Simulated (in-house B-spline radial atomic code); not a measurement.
**Ionising Pm¹⁰⁺ with different functionals**

Computed with an all-electron radial atomic-structure program (B-spline basis): four-component Dirac-Coulomb Hamiltonian, Fermi nucleus of rms radius 4.962 fm, spin-restricted, spherical fractional occupations for the functionals, and exact exchange of hybrids averaged over the configuration. The ionisation energy is the difference of two self-consistent energies, [Kr] 4d10 4f3 5s2 → [Kr] 4d10 4f2 5s2, without Breit or QED terms; ε is the level of the shell that loses the electron (mean over j). The electron is taken from both j subshells in proportion to 2j + 1, so the result is a j average, not the step between ground levels.

| method | rung | ΔSCF (eV) | -ε(4f) (eV) |
| --- | --- | --- | --- |
| BHandHLYP | global hybrid | 167.44 | 161.79 |
| B97-1 | global hybrid | 167.93 | 157.80 |
| B3LYP | global hybrid | 168.04 | 157.75 |
| LC-wPBE | range-separated hybrid | 168.14 | 160.47 |

(1) Among the functionals, which spreads more, the ΔSCF values or the orbital energies?

(2) How do they compare with the NIST value?

## Answers

(1) The orbital energies: ΔSCF values span about 0.70 eV and the orbital energies 4.03 eV; here energy differences depend much less on the functional than eigenvalues do.

(2) NIST lists 174 eV ± 9 (tabulated theory, ground level to ground level). Errors run from -6.56 to -5.86 eV; all lie within about twice that uncertainty, so the table can't rank the methods.
